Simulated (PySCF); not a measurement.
Two structures of GeH3SF, singlet, reached by relaxing down either side of one saddle point (PBE0-D4/def2-TZVP). Energies are electronic, without zero-point energy. PySCF 2.14 with density fitting (its default auxiliary sets; JK sets also for MP2 and CCSD(T)); basis: def2-TZVPP and def2-QZVPP; cores frozen in the correlated methods. Filled d shells of the heavier atoms are correlated. The def2 sets are not built for correlating such inner shells, so the correlated values are less sure here. Extrapolation: Hartree–Fock as exp(−7.88 √X), correlation as X^−2.97. First:

```
6
angstrom
Ge -0.7624 0.2531 -0.1556
F -0.2231 -0.5255 1.3050
S 0.2345 -0.6715 -1.8848
H 1.3871 -0.0091 -1.6938
H -0.3702 1.7243 0.0092
H -2.2620 -0.0295 -0.2681
```

Second:

| atom | x (Å) | y (Å) | z (Å) |
| --- | --- | --- | --- |
| Ge1 | -0.7364 | 0.0778 | 0.1535 |
| F2 | 1.5796 | -0.2495 | 0.3385 |
| S3 | -0.4412 | 0.2555 | -1.8667 |
| H4 | 1.4828 | -0.1370 | -0.6013 |
| H5 | -0.7711 | 1.2664 | 1.1286 |
| H6 | -1.1073 | -1.2376 | 0.8590 |

Which bonds change from the first to the second?

GeH₃SF ([F][GeH2][SH]) → GeH₂S ([S][GeH2]) + HF; bonds formed: F2–H4; bonds broken: Ge1–F2, S3–H4.

Give the saddle point's structure and its height above each. (An estimate is asked for; the value comes from the calculation.)

By the calculation: 162.6 kJ/mol above the first and 13.2 kJ/mol above the second (CCSD(T) at an estimated basis limit (MP2 extrapolated from triple and quadruple zeta, plus CCSD(T) − MP2 in triple zeta)).
Ge1  (-0.606, 0.057, 0.208)
F2  (1.414, -0.225, 0.334)
S3  (-0.191, 0.231, -1.836)
H4  (1.241, -0.086, -0.711)
H5  (-0.763, 1.266, 1.143)
H6  (-1.094, -1.244, 0.863)
(Å)

T1 diagnostic: at most 0.016.

Labels in which every atom is bracketed show which atoms are joined, not bond orders.

For scale, one of the runs: CCSD(T)/def2-TZVPP, 163 basis functions, launched by `OMP_NUM_THREADS=4 python run.py`. Hardware: 4 CPU threads of an AMD EPYC 9R45, shared host. Wall time 71 s; peak host memory 1.6 GiB.
